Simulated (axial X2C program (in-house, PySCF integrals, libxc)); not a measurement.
## Nuclear properties of InSe⁺

Computed with an axial X2C code built on PySCF integrals: two-component X2C with atomic mean-field Coulomb and Gaunt terms, Gaussian nuclei, basis In dyall-cv3z, Se dyall-cv3z with contracted cores.

R = 2.675 Å (near the PBE0 minimum at charge 1 of the determinant lowest at the starting distance; the state shown can have its own minimum elsewhere).

Input and command:
```json
{"zs": [49, 34], "q": 1, "bas": ["dyall-cv3z", "dyall-cv3z"], "r0": 2.43, "levels": ["PBE0", "HF", "B3LYP", "PBE50", "TPSSh"], "nst": 3}
```
```bash
python soeom.py task.json out
```

Keys: zs atomic numbers; q charge; bas basis sets; r0 starting distance in Å; levels methods; nst determinants followed.

Determinant lowest in the PBE0 search, Ω = 2 (⟨Sz⟩ = 0.99, ⟨Lz⟩ = 1.01 at PBE0), spin on the atoms In 0.18, Se 0.81:

```json
{"level": "PBE0", "Eeff magnitude (GV/cm)": "12.8", "Ws magnitude In (kHz)": "3.79", "A∥/gI In (MHz)": "682", "qzz In (a.u.)": "-1.90", "A∥/gI Se (MHz)": "405", "qzz Se (a.u.)": "3.78"}
{"level": "HF", "Eeff magnitude (GV/cm)": "19.2", "Ws magnitude In (kHz)": "5.67", "A∥/gI In (MHz)": "417", "qzz In (a.u.)": "-2.33", "A∥/gI Se (MHz)": "365", "qzz Se (a.u.)": "3.98"}
{"level": "B3LYP", "Eeff magnitude (GV/cm)": "11.7", "Ws magnitude In (kHz)": "3.48", "A∥/gI In (MHz)": "660", "qzz In (a.u.)": "-1.77", "A∥/gI Se (MHz)": "435", "qzz Se (a.u.)": "3.76"}
{"level": "PBE50", "Eeff magnitude (GV/cm)": "14.9", "Ws magnitude In (kHz)": "4.4", "A∥/gI In (MHz)": "640", "qzz In (a.u.)": "-2.09", "A∥/gI Se (MHz)": "396", "qzz Se (a.u.)": "3.91"}
{"level": "TPSSh", "Eeff magnitude (GV/cm)": "12.4", "Ws magnitude In (kHz)": "3.65", "A∥/gI In (MHz)": "743", "qzz In (a.u.)": "-1.89", "A∥/gI Se (MHz)": "416", "qzz Se (a.u.)": "3.64"}
```

Eeff is the effective electric field on the electron electric dipole moment in this Ω state and Ws the scalar–pseudoscalar constant of the nucleus named (defined with the proton number Z and per Ω); A∥ (defined per Ω) follows by multiplying with gI = μI/(I μN); qzz is the electric field gradient, eQq0 = 234.96 MHz × Q/barn × qzz. The operators were transformed with the bare-nucleus X2C matrices; with these basis sets, hyperfine constants and field gradients can be off by tens of per cent, and where levels differ in sign neither size nor sign is settled.

(1) With gI(115In) = 1.2313, Q(115In) = 0.772 barn, gI(77Se) = 1.0701 (g factors from the IAEA table of nuclear moments by Stone; Q from Pyykkö, Mol. Phys. 2018), turn the PBE0 values of the first state into constants in MHz.

Each state is one determinant with collinear spin, which with several unpaired electrons need not be a pure state. Unrestricted Hartree–Fock can overshoot spin polarisation at the nuclei. With several open shells hyperfine constants can be off by a factor of several. Open-shell Ω = 0 determinants with evenly filled partner blocks cannot be reached by this program, so the Ω shown need not be the lowest component. At HF a later determinant lies lower. States lie within half an eV, so the first need not be the ground state. Further determinants of the search, some of them spin-mixed, are not shown.

## Answers

(1) A∥(115In) = 682 × 1.2313 = 840 MHz; eQq0(115In) = 234.96 × (0.772) × (-1.90) = -345 MHz; A∥(77Se) = 405 × 1.0701 = 433 MHz.
